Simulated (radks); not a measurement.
The numbers below are computed, except where a source is named.
All-electron atom: Se XXVI in [He] 2s2 2p5.

Code: a radial shooting solver on a logarithmic mesh with Libxc functionals. Model: Dirac Kohn-Sham, BLYP, spin-unpolarised, spherical densities, finite nucleus; open shells fill j = l - 1/2 first; Fermi nuclear charge, rms radius 4.14 fm.

Energy parts (eV):
part                       energy
total                  -53433.275
kinetic                 54953.469
electron-nucleus      -114467.469
Hartree                  7461.225
exchange-correlation    -1380.500

Orbitals (lengths in bohr, moments of r in powers of bohr; r(max) is where P^2 peaks; r(90%) holds 90 % of the orbital's charge):
orbital,occ.,eigenvalue (eV),r(max),r(90%)
1s1/2,2,-13815.60,0.02878,0.0787
2s1/2,2,-2796.645,0.1619,0.292
2p1/2,2,-2655.948,0.1268,0.264
2p3/2,3,-2610.993,0.1298,0.269
3s1/2,0,-1136.944,0.4408,0.675
3p1/2,0,-1089.728,0.4187,0.661
3p3/2,0,-1078.873,0.4243,0.668

The highest occupied level is 2p3/2 at -2611.0 eV. The density falls to 0.001 e/bohr^3 at r = 0.66 bohr. For comparison, the ionisation energy in NIST's Atomic Spectra Database is 2674 eV (semi-empirical). In exact Kohn-Sham theory the highest level is minus the ionisation energy, but local and semilocal functionals leave it too shallow, through self-interaction and a potential that decays too fast; potentials with the right tail come closer. The electron density at the nucleus is 3.943e+04 e/bohr^3. Summed over all electrons, <r^2> = 0.2545 bohr^2, which gives a Langevin (diamagnetic) susceptibility term of -0.202 x 10^-6 cm^3/mol.

Beside tabulated values, note that spin-unpolarised runs miss the spin-polarisation part of the exchange energy of open shells.
